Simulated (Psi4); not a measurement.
H6OSi2, charge +1, doublet, geometry from GFN2-xTB (a state made from the parent by changing its charge; the spin is typed, not shown lowest). Base run: Psi4 1.11 with B3LYP/6-31G.

The Psi4 input:
```
memory 2 GB

molecule {
1 2
  Si    1.58968807   -0.31912383    0.11186273
  O     0.01128648    0.04259495   -0.05898121
  Si   -1.59905322    0.28377995   -0.06292207
  H     1.94507558   -0.84035872   -1.22785096
  H     2.21573731    1.02067942    0.19327172
  H     1.73660238   -1.21029802    1.25307240
  H    -2.17744350   -0.45342710    1.05068702
  H    -1.97801718   -0.12352865   -1.43555598
  H    -1.70113435    1.76098778   -0.04694370
}

set basis 6-31g
set reference uks

energy('b3lyp')
print_variables()
```

The base run was repeated with changes; each row names its change, and settings that it needs were set with it.

```json
[
 {"change": "base", "ΔE vs base (µEh)": "0.0", "SCF cycles": "9", "grid points": "194576", "basis functions": "47"},
 {"change": "guess = sadno", "ΔE vs base (µEh)": "0.0", "SCF cycles": "10", "grid points": "194576", "basis functions": "47"},
 {"change": "dft_pruning_scheme = robust", "ΔE vs base (µEh)": "-0.1", "SCF cycles": "9", "grid points": "133958", "basis functions": "47"},
 {"change": "e_convergence = 1e-4", "ΔE vs base (µEh)": "0.0", "SCF cycles": "9", "grid points": "194576", "basis functions": "47"},
 {"change": "dft_spherical_points = 434", "ΔE vs base (µEh)": "-1.9", "SCF cycles": "9", "grid points": "279594", "basis functions": "47"},
 {"change": "cholesky_tolerance = 1e-3 (with scf_type cd)", "ΔE vs base (µEh)": "1436", "SCF cycles": "10", "grid points": "194576", "basis functions": "47"},
 {"change": "ints_tolerance = 1e-8", "ΔE vs base (µEh)": "0.0", "SCF cycles": "9", "grid points": "194576", "basis functions": "47"},
 {"change": "dft_radial_scheme = mura", "ΔE vs base (µEh)": "0.9", "SCF cycles": "9", "grid points": "197038", "basis functions": "47"},
 {"change": "level_shift = 0.3", "ΔE vs base (µEh)": "0.0", "SCF cycles": "9", "grid points": "194576", "basis functions": "47"},
 {"change": "dft_radial_points = 150", "ΔE vs base (µEh)": "0.7", "SCF cycles": "9", "grid points": "386314", "basis functions": "47"},
 {"change": "diis_max_vecs = 15", "ΔE vs base (µEh)": "0.0", "SCF cycles": "9", "grid points": "194576", "basis functions": "47"},
 {"change": "d_convergence = 1e-4", "ΔE vs base (µEh)": "0.1", "SCF cycles": "7", "grid points": "194576", "basis functions": "47"},
 {"change": "puream = false", "ΔE vs base (µEh)": "0.0", "SCF cycles": "9", "grid points": "194576", "basis functions": "47"}
]
```

Open shells are given as the SCF converged; they aren't shown to be the lowest states, and a large step between rows can be another state.
